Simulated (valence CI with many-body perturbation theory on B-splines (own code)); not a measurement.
**E1 transitions of Os⁵⁺**

Level of theory: configuration interaction combined with many-body perturbation theory (CI+MBPT): three valence electrons over a frozen Dirac-Fock core [Xe] 4f14, a basis of 7 s, 7 p, 8 d, 6 f, 4 g, 1 h functions for each j, with the one-electron correlation potential Σ1 (screened to all orders), the two-electron term Σ2, the three-electron term Σ3, Breit, model QED; selected single and double excitations, second order for the rest, scaled by the run's own slope (own B-spline code, finite nucleus).

Against 69 measured levels this calculation errs by 1368 cm⁻¹ on average and by 3021 at most. These come from a selection out of Brasseur, Palmeri and Quinet, Atoms 13, 11 (2025). Levels without a partner in it may be off by more, other configurations by 1,000 to 8,000 cm⁻¹. The list stops below the first excitations out of the core.

Lines 1 to 50 of 568 in falling wavelength, among levels below 34.441 eV, chosen from the strongest by gf and those to the six lowest levels. Wavelengths and rates use the calculated energies, so an error of 1000 cm⁻¹ moves a line at 1905 Å by 1.9 % and its rate by three times that or more. Electric multipoles are in the length gauge, E1 and E2 with the static RPA response of the core. Weak lines are less certain than strong ones. Lines between different terms over intervals too small for the method are left out, as are lines whose strength nearly cancels. Where a level lies close to another of its J and parity, the split of strength between their lines is uncertain. The highest levels of a list are the least certain.

Names give the largest LS component (configuration and term), which can be under half, so a name can repeat, a term be missing and a line seem to break the LS rules; names also repeat where a configuration has a term twice. Letters in brackets count levels of one name in rising energy.

| λ vac (Å) | λ from measured levels | Upper | Lower | A (s⁻¹) | S (a.u.) |
| --- | --- | --- | --- | --- | --- |
| 1905 | 1884 | 5d2.6p 2D°_5/2 [a] | 5d2.6s 2P_3/2 | 5.35e+06 | 1.09e-01 |
| 1883 | 1864 | 5d2.6p 2S°_1/2 | 5d2.6s 2P_3/2 | 4.32e+07 | 2.85e-01 |
| 1779 | 1775 | 5d2.6p 4G°_5/2 | 5d2.6s 2F_5/2 | 3.03e+07 | 5.06e-01 |
| 1749 | 1734 | 5d2.6p 4D°_1/2 [a] | 5d2.6s 2P_1/2 | 5.39e+07 | 2.85e-01 |
| 1736 | 1727 | 5d2.6p 4G°_9/2 [a] | 5d2.6s 2G_7/2 | 4.42e+06 | 1.14e-01 |
| 1676 | 1666 | 5d2.6p 4G°_9/2 [a] | 5d2.6s 2G_9/2 | 2.04e+07 | 4.73e-01 |
| 1669 | 1647 | 5d2.6p 4F°_5/2 | 5d2.6s 2D_3/2 | 2.40e+07 | 3.31e-01 |
| 1666 | 1655 | 5d2.6p 4F°_5/2 | 5d2.6s 2F_7/2 | 2.73e+07 | 3.74e-01 |
| 1633 | 1618 | 5d2.6p 4D°_3/2 [a] | 5d2.6s 2P_1/2 | 4.76e+07 | 4.09e-01 |
| 1630 | 1621 | 5d2.6p 4F°_3/2 | 5d2.6s 2F_5/2 | 4.40e+07 | 3.76e-01 |
| 1629 | 1598 | 5d2.6p 2P°_1/2 [a] | 5d2.6s 2S_1/2 | 6.67e+07 | 2.84e-01 |
| 1605 | 1590 | 5d2.6p 2S°_1/2 | 5d2.6s 2P_1/2 | 1.17e+08 | 4.77e-01 |
| 1593 | 1580 | 5d2.6p 4G°_7/2 | 5d2.6s 4P_5/2 | 2.20e+07 | 3.51e-01 |
| 1570 | 1559 | 5d2.6p 2G°_7/2 [a] | 5d2.6s 2G_7/2 | 1.97e+07 | 3.01e-01 |
| 1557 | 1536 | 5d2.6p 2D°_3/2 [a] | 5d2.6s 2P_1/2 | 3.93e+07 | 2.93e-01 |
| 1524 | 1509 | 5d2.6p 2F°_5/2 [a] | 5d2.6s 2P_3/2 | 1.50e+08 | 1.57e+00 |
| 1519 |  | 5d2.6p 2P°_1/2 [b] | 5d2.6s 2S_1/2 | 1.42e+08 | 4.93e-01 |
| 1517 | 1503 | 5d2.6p 4D°_3/2 [b] | 5d2.6s 2P_1/2 | 8.46e+07 | 5.83e-01 |
| 1498 | 1487 | 5d2.6p 4S°_3/2 | 5d2.6s 2P_3/2 | 3.40e+07 | 2.26e-01 |
| 1492 | 1486 | 5d2.6p 4G°_9/2 [a] | 5d2.6s 2F_7/2 | 2.37e+08 | 3.89e+00 |
| 1486 | 1486 | 5d2.6p 4G°_7/2 | 5d2.6s 4F_9/2 | 8.47e+06 | 1.10e-01 |
| 1485 | 1478 | 5d2.6p 4D°_3/2 [a] | 5d2.6s 2D_3/2 | 1.83e+07 | 1.18e-01 |
| 1475 | 1466 | 5d2.6p 2D°_5/2 [a] | 5d2.6s 2D_3/2 | 1.40e+08 | 1.33e+00 |
| 1468 | 1463 | 5d2.6p 4G°_7/2 | 5d2.6s 2F_5/2 | 1.88e+08 | 2.35e+00 |
| 1468 | 1452 | 5d2.6p 2F°_5/2 [b] | 5d2.6s 2P_3/2 | 1.50e+08 | 1.40e+00 |
| 1462 | 1454 | 5d2.6p 2S°_1/2 | 5d2.6s 2D_3/2 | 2.15e+08 | 6.63e-01 |
| 1458 | 1450 | 5d2.6p 4D°_7/2 [a] | 5d2.6s 2F_7/2 | 2.40e+08 | 2.94e+00 |
| 1448 | 1444 | 5d2.6p 4G°_9/2 [b] | 5d2.6s 2G_7/2 | 5.74e+07 | 8.60e-01 |
| 1438 | 1431 | 5d2.6p 4F°_5/2 | 5d2.6s 2F_5/2 | 2.05e+08 | 1.81e+00 |
| 1437 | 1439 | 5d2.6p 4G°_5/2 | 5d2.6s 4F_5/2 | 2.95e+08 | 2.60e+00 |
| 1433 | 1427 | 5d2.6p 2G°_7/2 [b] | 5d2.6s 2G_7/2 | 2.40e+08 | 2.79e+00 |
| 1422 | 1410 | 5d2.6p 2D°_3/2 [a] | 5d2.6s 2D_3/2 | 1.43e+07 | 8.14e-02 |
| 1406 | 1400 | 5d2.6p 4G°_9/2 [b] | 5d2.6s 2G_9/2 | 2.10e+08 | 2.87e+00 |
| 1397 | 1394 | 5d2.6p 2F°_5/2 [a] | 5d2.6s 2G_7/2 | 4.60e+07 | 3.71e-01 |
| 1396 | 1393 | 5d2.6p 4D°_3/2 [a] | 5d2.6s 4P_5/2 | 5.17e+08 | 2.77e+00 |
| 1392 | 1385 | 5d2.6p 2G°_7/2 [b] | 5d2.6s 2G_9/2 | 2.74e+08 | 2.92e+00 |
| 1388 | 1381 | 5d2.6p 4D°_3/2 [b] | 5d2.6s 2D_3/2 | 1.51e+08 | 7.96e-01 |
| 1387 | 1383 | 5d2.6p 2D°_5/2 [a] | 5d2.6s 4P_5/2 | 1.25e+08 | 9.85e-01 |
| 1387 | 1373 | 5d2.6p 4D°_5/2 | 5d2.6s 2D_3/2 | 2.68e+07 | 2.12e-01 |
| 1385 | 1379 | 5d2.6p 4D°_1/2 [a] | 5d2.6s 4P_1/2 | 6.93e+08 | 1.82e+00 |
| 1384 | 1380 | 5d2.6p 4D°_3/2 [a] | 5d2.6s 4P_3/2 | 1.65e+08 | 8.66e-01 |
| 1377 | 1369 | 5d2.6p 2F°_5/2 [a] | 5d2.6s 2D_5/2 | 3.02e+07 | 2.34e-01 |
| 1376 | 1379 | 5d2.6p 4G°_5/2 | 5d2.6s 4F_3/2 | 5.41e+08 | 4.18e+00 |
| 1376 | 1370 | 5d2.6p 2D°_5/2 [a] | 5d2.6s 4P_3/2 | 1.25e+08 | 9.63e-01 |
| 1370 | 1366 | 5d2.6p 2F°_7/2 [a] | 5d2.6s 2G_7/2 | 1.33e+08 | 1.35e+00 |
| 1369 | 1366 | 5d2.6p 4P°_3/2 | 5d2.6s 2P_3/2 | 1.72e+07 | 8.70e-02 |
| 1367 | 1360 | 5d2.6p 2G°_7/2 [a] | 5d2.6s 2F_7/2 | 1.15e+07 | 1.16e-01 |
| 1365 | 1359 | 5d2.6p 4F°_9/2 | 5d2.6s 2G_7/2 | 2.65e+08 | 3.32e+00 |
| 1365 | 1359 | 5d2.6p 2S°_1/2 | 5d2.6s 4P_3/2 | 3.46e+08 | 8.68e-01 |
| 1356 | 1351 | 5d2.6p 4S°_3/2 | 5d2.6s 2D_5/2 | 7.62e+08 | 3.75e+00 |
